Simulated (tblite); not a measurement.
**Question.** Write Cartesian coordinates for InChI=1S/C4H16N2OSi2/c1-4(2)7-8(3)9(5)6/h4,8-9H,5-6H2,1-3H3/t8-/m0/s1 as optimised with GFN2-xTB.

**Answer.** 
```
atom  x, y, z in Å
C1     2.7353    1.4077   -0.1011
C2     2.1125    0.0298    0.0992
C3     2.8188   -1.0338   -0.7361
O4     0.7604    0.0669   -0.2806
Si5   -0.5635    0.3454    0.6225
C6    -0.6520   -0.8851    2.0858
Si7   -2.2288    0.2183   -0.9473
N8    -3.5272    1.3535   -0.7681
N9    -3.0550   -1.2808   -0.6898
H10    3.7846    1.3948    0.1811
H11    2.2105    2.1386    0.5083
H12    2.6481    1.7012   -1.1443
H13    2.1840   -0.2428    1.1612
H14    3.8662   -1.1018   -0.4546
H15    2.7466   -0.7810   -1.7908
H16    2.3453   -1.9995   -0.5780
H17   -0.4453    1.6664    1.2981
H18    0.1353   -0.7103    2.8165
H19   -0.5501   -1.9114    1.7403
H20   -1.6004   -0.8144    2.6088
H21   -1.8225    0.4680   -2.3469
H22   -3.2982    2.3325   -0.8193
H23   -4.1584    1.2035    0.0025
H24   -2.5196   -2.1320   -0.7410
H25   -3.9373   -1.4095   -1.1597
```

Orientation and origin are arbitrary. Atoms count from 1 in this order. N9 (silicon-bound nitrogen) is pyramidal (angles 118.1°, 117.3° and 109.5°, sum 344.9°, 0.27 Å off the plane of its three neighbours). Si7 (SiH silicon) is distorted tetrahedral (angles from 101.1° to 116.1°). Of the pairs four or more bonds apart, Si5···H11 is among the closest relative to their van der Waals radii: 3.31 Å, 100 % of the sum of Bondi's values. Si5 (oxygen-bound silicon) is distorted tetrahedral (angles from 101.6° to 117.0°).

Bonds between heavy atoms (Å): C1–C2 1.525, C2–C3 1.526, C2–O4 1.405, O4–Si5 1.627, Si5–C6 1.914, Si5–Si7 2.292, Si7–N8 1.734, Si7–N9 1.731.

Structure optimised with GFN2-xTB, isolated species.

Point group: C1 (no symmetry element, even within 0.4 Å). Its lowest GFN2-xTB frequency is 13i cm⁻¹, too small to tell a flat minimum from a shallow saddle. The numbers are those of one conformer (C1–C2–O4–Si5 -93°, C2–O4–Si5–C6 -56°, O4–Si5–Si7–N8 -142°, Si5–Si7–N8–H 61° and -71°, Si5–Si7–N9–H -58° and 167°). 3 starts were optimised and ended at 0.00, 0.31 and 1.00 kcal/mol (GFN2-xTB); the lowest of these is shown.

All values are computed, not measured.
